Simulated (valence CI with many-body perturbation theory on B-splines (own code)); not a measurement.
**La XLV: electric-dipole lines**

Level of theory: valence CI with perturbative core correlation (CI+MBPT): three valence electrons over a frozen Dirac-Fock core [Ne], radial functions for each j: 11 s, 11 p, 10 d, 8 f, 5 g, 2 h, with the one-electron correlation potential Σ1 (screened to all orders), the two-electron term Σ2, the three-electron term Σ3, Breit, model QED; selected single and double excitations, second order for the rest, scaled by the run's own slope (own B-spline code, finite nucleus).

No measured spectrum was set against this ion. As an estimate, large intervals hold to a few tenths of a per cent, small ones and those within an open d or f shell to about a per cent.

Lines 201 to 250 of 585 in falling wavelength, among levels below 13902 × 10³ cm⁻¹, chosen from the strongest by gf and those to the six lowest levels. Wavelengths and rates use the calculated energies. Electric multipoles are in the length gauge with retardation, E1 and E2 with the static RPA response of the core. Weak lines are less certain than strong ones. Lines between different terms over intervals too small for the method are left out, as are lines whose strength nearly cancels. The highest levels of a list are the least certain.

Levels are named by their leading jj configuration (3d3/2^4 stands for four electrons in 3d with j = 3/2), which in mixed levels can hold well under half, so a name can repeat and another be missing. Letters in brackets count levels of one name in rising energy.

```tsv
λ vac (nm)	Upper	Lower	A (s⁻¹)	S (a.u.) with core polarisation	S without
6.438	(3p3/2 3d3/2 3d5/2) J=5/2 [d]	(3p3/2^2 3d3/2) J=7/2	3.23e+10	2.55e-02	2.60e-02
6.429	(3p3/2 3d3/2 3d5/2) J=1/2 [b]	(3p3/2^2 3d3/2) J=3/2 [b]	1.62e+11	4.26e-02	4.33e-02
6.418	(3p3/2 3d5/2^2) J=5/2 [a]	(3s 3d5/2^2) J=3/2	4.59e+10	3.59e-02	3.66e-02
6.416	(3d3/2 3d5/2^2) J=9/2	(3p3/2 3d3/2 3d5/2) J=9/2 [a]	7.20e+10	9.38e-02	9.54e-02
6.402	(3d3/2 3d5/2^2) J=5/2 [b]	(3p3/2 3d3/2 3d5/2) J=5/2 [b]	7.25e+10	5.63e-02	5.73e-02
6.389	(3d3/2 3d5/2^2) J=7/2 [b]	(3p3/2 3d3/2 3d5/2) J=7/2 [b]	6.19e+10	6.38e-02	6.49e-02
6.387	(3s 3d5/2^2) J=3/2	(3s 3p3/2 3d5/2) J=3/2 [a]	6.31e+10	3.25e-02	3.30e-02
6.386	(3s 3p1/2 3d5/2) J=3/2	(3s 3p1/2 3p3/2) J=5/2	2.59e+10	1.33e-02	1.36e-02
6.385	(3p3/2^2 3d5/2) J=7/2	(3s 3p3/2 3d5/2) J=5/2 [b]	2.02e+11	2.08e-01	2.11e-01
6.375	(3s 3d5/2^2) J=7/2	(3s 3p3/2 3d5/2) J=5/2 [a]	6.03e+10	6.17e-02	6.29e-02
6.359	(3p3/2 3d3/2 3d5/2) J=5/2 [c]	(3p3/2^2 3d3/2) J=3/2 [a]	7.82e+10	5.95e-02	6.06e-02
6.346	(3s 3d5/2^2) J=5/2	(3s 3p3/2 3d5/2) J=5/2 [a]	1.61e+11	1.22e-01	1.24e-01
6.330	(3d3/2 3d5/2^2) J=11/2	(3p3/2 3d3/2 3d5/2) J=11/2	1.66e+10	2.49e-02	2.53e-02
6.307	(3d3/2 3d5/2^2) J=3/2 [b]	(3p3/2 3d5/2^2) J=5/2 [a]	8.57e+10	4.24e-02	4.32e-02
6.281	(3s 3p1/2 3p3/2) J=3/2 [a]	(3s^2 3p1/2) J=1/2	9.19e+08	4.49e-04	4.58e-04
6.269	(3s 3p3/2 3d5/2) J=7/2 [b]	(3s 3p3/2^2) J=5/2	2.52e+11	2.45e-01	2.49e-01
6.268	(3s 3d3/2 3d5/2) J=7/2 [b]	(3s 3p3/2 3d3/2) J=7/2	4.47e+10	4.35e-02	4.43e-02
6.245	(3s 3d3/2 3d5/2) J=5/2 [b]	(3s 3p3/2 3d3/2) J=7/2	3.28e+10	2.37e-02	2.41e-02
6.243	(3p3/2 3d3/2 3d5/2) J=7/2 [a]	(3s 3d3/2 3d5/2) J=7/2 [b]	2.89e+10	2.77e-02	2.82e-02
6.236	(3p3/2 3d5/2^2) J=7/2 [b]	(3p3/2^2 3d5/2) J=7/2	1.34e+11	1.28e-01	1.31e-01
6.190	(3p3/2 3d3/2 3d5/2) J=7/2 [c]	(3s 3d5/2^2) J=5/2	3.95e+10	3.70e-02	3.77e-02
6.189	(3s 3d3/2 3d5/2) J=7/2 [b]	(3s 3p3/2 3d3/2) J=5/2 [a]	2.77e+10	2.59e-02	2.64e-02
6.177	(3p3/2 3d5/2^2) J=5/2 [b]	(3p3/2^2 3d5/2) J=7/2	7.52e+10	5.25e-02	5.35e-02
6.169	(3p3/2 3d3/2^2) J=7/2	(3s 3d3/2 3d5/2) J=5/2 [a]	2.89e+10	2.68e-02	2.73e-02
6.166	(3s 3d3/2 3d5/2) J=5/2 [b]	(3s 3p3/2 3d3/2) J=5/2 [a]	7.64e+10	5.31e-02	5.40e-02
6.153	(3p3/2 3d3/2 3d5/2) J=1/2 [a]	(3s 3d3/2 3d5/2) J=1/2	8.51e+10	1.96e-02	1.99e-02
6.152	(3p3/2 3d5/2^2) J=5/2 [a]	(3s 3d5/2^2) J=7/2	5.66e+10	3.90e-02	3.97e-02
6.148	(3s 3d3/2 3d5/2) J=3/2 [b]	(3s 3p3/2 3d3/2) J=3/2 [a]	4.01e+10	1.84e-02	1.88e-02
6.119	(3p3/2^2 3d3/2) J=3/2 [a]	(3s 3p3/2 3d5/2) J=3/2 [a]	5.20e+10	2.35e-02	2.40e-02
6.101	(3p3/2 3d5/2^2) J=3/2 [b]	(3p3/2^2 3d5/2) J=1/2	1.20e+11	5.39e-02	5.49e-02
6.093	(3s 3d5/2^2) J=9/2	(3s 3p3/2 3d5/2) J=9/2	9.75e+10	1.09e-01	1.11e-01
6.085	(3s 3p1/2 3d5/2) J=5/2 [b]	(3s 3p1/2 3p3/2) J=3/2 [a]	9.89e+09	6.60e-03	6.72e-03
6.075	(3s 3d5/2^2) J=1/2	(3s 3p3/2 3d5/2) J=3/2 [a]	1.12e+11	2.48e-02	2.52e-02
6.070	(3p3/2^2 3d5/2) J=9/2	(3s 3p3/2 3d5/2) J=7/2 [b]	2.99e+11	3.30e-01	3.36e-01
6.065	(3p3/2^2 3d3/2) J=3/2 [b]	(3s 3p3/2 3d5/2) J=1/2	7.79e+10	3.43e-02	3.50e-02
6.043	(3d5/2^3) J=5/2	(3p3/2 3d5/2^2) J=7/2 [a]	3.04e+10	1.98e-02	2.02e-02
6.008	(3s 3p1/2 3d5/2) J=3/2	(3s 3p1/2 3p3/2) J=3/2 [a]	5.58e+10	2.39e-02	2.44e-02
5.987	(3p3/2 3d3/2^2) J=7/2	(3s 3d3/2 3d5/2) J=7/2 [a]	3.12e+10	2.64e-02	2.69e-02
5.986	(3p3/2^2 3d5/2) J=1/2	(3s 3p3/2 3d5/2) J=3/2 [b]	3.18e+11	6.73e-02	6.85e-02
5.972	(3p3/2^2 3d3/2) J=5/2	(3s 3p3/2 3d5/2) J=3/2 [a]	1.02e+11	6.41e-02	6.53e-02
5.964	(3p3/2 3d5/2^2) J=1/2	(3s 3d5/2^2) J=3/2	1.15e+11	2.41e-02	2.45e-02
5.962	(3p3/2 3d3/2 3d5/2) J=11/2	(3s 3d3/2 3d5/2) J=9/2	2.34e+11	2.94e-01	3.00e-01
5.959	(3s 3p3/2 3d5/2) J=5/2 [a]	(3s^2 3d5/2) J=5/2	1.37e+11	8.61e-02	8.77e-02
5.909	(3p3/2 3d3/2 3d5/2) J=5/2 [b]	(3s 3d3/2 3d5/2) J=5/2 [b]	8.01e+10	4.90e-02	4.99e-02
5.909	(3p3/2 3d3/2 3d5/2) J=7/2 [a]	(3s 3d3/2 3d5/2) J=5/2 [a]	1.18e+11	9.57e-02	9.75e-02
5.884	(3p3/2^2 3d5/2) J=5/2 [a]	(3s 3p3/2 3d5/2) J=3/2 [b]	1.84e+11	1.11e-01	1.13e-01
5.884	(3p3/2 3d3/2 3d5/2) J=3/2 [a]	(3s 3d3/2 3d5/2) J=5/2 [b]	4.74e+10	1.91e-02	1.94e-02
5.884	(3p1/2 3p3/2 3d5/2) J=3/2 [a]	(3s 3p1/2 3d5/2) J=3/2	1.29e+11	5.20e-02	5.30e-02
5.883	(3p3/2^2 3d5/2) J=7/2	(3s 3p3/2 3d5/2) J=7/2 [b]	9.85e+10	7.92e-02	8.06e-02
5.882	(3p3/2 3d3/2 3d5/2) J=3/2 [a]	(3s 3d3/2 3d5/2) J=3/2 [b]	1.02e+11	4.09e-02	4.17e-02
```
